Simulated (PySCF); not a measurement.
Predicted microwave data (PBE0-D3(BJ)/def2-SVP geometry optimisation, gas phase (PySCF)) for one isomer of C2H6BNSi:

| Item | Value |
| --- | --- |
| Rotational constants | A = 7909, B = 2254, C = 1791 MHz |
| Dipole components | \|μa\| = 1.14 D, \|μb\| = 0.22 D, \|μc\| = 0.00 D |
| Inertial defect | -5.89 u·Å² |
| κ | -0.85 |

Problem. Which candidate fits, each taken in the one conformer that was computed?
A. `NBC#C[SiH3]`
B. `[CH:1]#[C:2][BH:3][NH:4][SiH3:5]` with C2–B3–N4–Si5 0°

Solution. B. It is C#CBN[SiH3], an asymmetric top. The candidates at the same level (rigid rotor, commonest isotopes):

| SMILES | A (MHz) | B (MHz) | C (MHz) | μa (D) | μb (D) | μc (D) | Δ (u·Å²) | point group | rotor |
| --- | --- | --- | --- | --- | --- | --- | --- | --- | --- |
| C#CBN[SiH3] | 7909 | 2254 | 1791 | 1.14 | 0.22 | 0.00 | -5.89 | – | asymmetric top |
| NBC#C[SiH3] | 25022 | 1239 | 1198 | 1.75 | 1.59 | 0.00 | -5.97 | – | near-prolate asymmetric top |

`NBC#C[SiH3]` has A 216 % too high. No structure here is proved a minimum.
